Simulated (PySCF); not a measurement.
Si(OSiH3)(H)(F)(Me) (CH₇FOSi₂), SMILES C[SiH](F)O[SiH3].

Coordinates come from a PBE0-D3(BJ)/def2-SVP optimisation. One conformer was computed; it need not be the lowest.

Two levels are set side by side: TDA-PBE/def2-SVPD (PySCF) and TDA-PBE0/def2-SVPD (PySCF). Vertical, same geometry. The lowest singlet is HOMO→LUMO 99 % with PBE and HOMO→LUMO 92 % with the other functional; states are paired by order. Differences are taken from unrounded values.

```
quantity                              TDA-PBE0  TDA-PBE  TDA-PBE minus TDA-PBE0
------------------------------------  --------  -------  ----------------------
lowest singlet excitation (eV)            7.40     6.57                   -0.83
lowest triplet excitation (TDA) (eV)      7.03     6.34                   -0.69
```

Functionals without exact exchange tend to place singlet excitations lower, as here. Differences between two approximate levels are no errors against the true value.

Rough cost on one machine, each run with all the roots and properties that it gave: TDA-PBE0 against TDA-PBE about 2 times.
